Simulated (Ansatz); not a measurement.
`C=[CH][Ga]([OH])[SiH3]` and `C=[CH][Ga]([NH2])[SiH3]` differ in one atom or group.

Ansatz, PBE0-D4/def2-TZVP geometries, multiplicity 1. Each molecule was computed in one conformer, which needn't be the lowest.

Scalar relativity is left out up to krypton.

```tsv
property	`C=[CH][Ga]([OH])[SiH3]`
HOMO–LUMO gap (B3LYP/def2-TZVPP) / eV	5.59
size of the dipole moment (PBE/def2-TZVPP) / D	2.06
LUMO energy (PBE0/def2-TZVPP) / eV	-1.55
HOMO–LUMO gap (PBE0/def2-TZVPP) / eV	6.02
HOMO–LUMO gap (ωB97M-V/def2-TZVPP) / eV	9.90
LUMO energy (B3LYP/def2-TZVPP) / eV	-1.78
```

Give the same properties after the change, and the shifts. (Estimate.)

Ansatz gave: 
```csv
property,`C=[CH][Ga]([NH2])[SiH3]`,shift
HOMO–LUMO gap (B3LYP/def2-TZVPP) / eV,5.60,0.01
size of the dipole moment (PBE/def2-TZVPP) / D,1.30,-0.76
LUMO energy (PBE0/def2-TZVPP) / eV,-1.21,0.34
HOMO–LUMO gap (PBE0/def2-TZVPP) / eV,6.05,0.03
HOMO–LUMO gap (ωB97M-V/def2-TZVPP) / eV,10.07,0.17
LUMO energy (B3LYP/def2-TZVPP) / eV,-1.42,0.36
```

Dipoles are sizes alone; their direction can turn.

Positive LUMOs are unbound, so they and the gaps depend on the basis.

B3LYP here is the variant with VWN-RPA as its local correlation; programs differ in this.
